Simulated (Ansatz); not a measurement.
PBE exchange is replaced step by step with exact exchange (0 % is PBE, 25 % PBE0; no dispersion term), basis def2-TZVPD, Ansatz. System: GeCl2⁻ (the lowest doublet isomer of a short search). Total charge -1; doublet. Geometry: PBE-D4/def2-TZVPD, each spin state at its own.

Geometry of the doublet:

```
atom   x (Å)   y (Å)   z (Å)
 Ge1  -0.181   0.643  -0.759
 Cl2  -0.725   0.799   1.522
 Cl3   0.906  -1.442  -0.763
```

At PBE-D4/def2-TZVPD, PBE with 5 % exact exchange/def2-TZVPD, PBE with 10 % exact exchange/def2-TZVPD, PBE with 15 % exact exchange/def2-TZVPD and others the highest occupied level of the charge -1 doublet lies above zero (up to 1.15 eV). By energy differences its removal costs 1.62 eV (vertical, to the charge 0 singlet, at PBE-D4/def2-TZVPD); a positive level beside a positive removal energy at the same level points to self-interaction error. At PBE-D4/def2-TZVPD, PBE with 5 % exact exchange/def2-TZVPD, PBE with 10 % exact exchange/def2-TZVPD, PBE with 15 % exact exchange/def2-TZVPD the highest occupied level of the charge -1 quartet lies above zero (up to 0.94 eV). It is a level of α spin, whose loss leaves a triplet; that state wasn't run at this geometry and level. The electron is either unbound and held by the finite basis, or the level is raised by self-interaction error. The structure comes from a short search, and lower isomers may exist.

HOMO and LUMO are taken over both spins.

```csv
exact exchange (%),HOMO (eV),LUMO (eV),gap (eV),⟨S²⟩,quartet − doublet (kJ/mol)
0,1.15,2.34,1.18,0.753,267.1
5,0.95,2.50,1.54,0.753,266.4
10,0.75,2.66,1.90,0.754,265.8
15,0.55,2.82,2.27,0.754,265.0
35,-0.27,3.44,3.71,0.756,261.2
50,-0.90,3.89,4.79,0.758,257.6
```

(1) Estimate the row for 25 %.

## Answers

(1) 
```
exact exchange (%)  HOMO (eV)  LUMO (eV)  gap (eV)   ⟨S²⟩  quartet − doublet (kJ/mol)
                25       0.14       3.13      2.99  0.755                       263.2
```
